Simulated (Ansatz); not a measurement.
Job for Ansatz (an electronic-structure program): R-BLYP/def2-TZVPP on HISSi (SMILES S[Si]I), a point of a torsion scan. Elements past Kr take the def2 small-core potentials; no spin–orbit coupling.

Ansatz 0.2 input:
```yaml
crystal:
  periodic: [false, false, false]
  atoms:
    - {symbol: S, position_ang: [-1.32528534, 0.33809124, 0.42325361]}
    - {symbol: Si, position_ang: [0.60617036, 1.11829350, -0.21629791]}
    - {symbol: I, position_ang: [1.29541115, -0.49902701, -1.99822197]}
    - {symbol: H, position_ang: [-1.44578180, -0.72118138, -0.36510956]}
basis:
  gaussian:
    orbitals: def2-TZVPP
hamiltonian:
  xc: {name: BLYP}
scf: {lower_state_search: off}
```

It printed:

```
WARN ansatz: RAYON_NUM_THREADS=1 ignored (pool sized by the plan → 1); use --threads N
Functional definition: BLYP
these checks for a lower state are left out or cut short: stability, starts, cluster_reference, orbital_swaps, neighbouring_geometries, increment
integrals: 0.07 GiB planned
998 factors; their error is unknown
mean field: 0.45 GiB planned
mean field evaluation 1: about -26829.2911 eV, gradient 2.1e1 eV
mean field evaluation 2: about -26824.4445 eV, gradient 4.4e1 eV
mean field evaluation 4: about -26830.5467 eV, gradient 3.4e0 eV
mean field evaluation 8: about -26830.5713 eV, gradient 1.5e-1 eV
mean field evaluation 16: about -26830.5469 eV, gradient 1.1e-4 eV
mean field -26830.54692268 eV, -986.0044130104 hartree, gradient 5.0e-6 eV, S^2 0.000000; 0 other end points of the search recorded, 0 dependent functions left out
reference -26830.54720442 eV, -986.0044233643 hartree; 28, 28 occupied and 120, 120 virtual orbitals, 998 factors
Total energy: -26830.54720442 eV, -986.0044233643 hartree
Checks for a lower state left out: stability, starts, cluster_reference, orbital_swaps, neighbouring_geometries, increment
```

The run converged.

Cost: about 1.0 core-seconds (a rough figure).
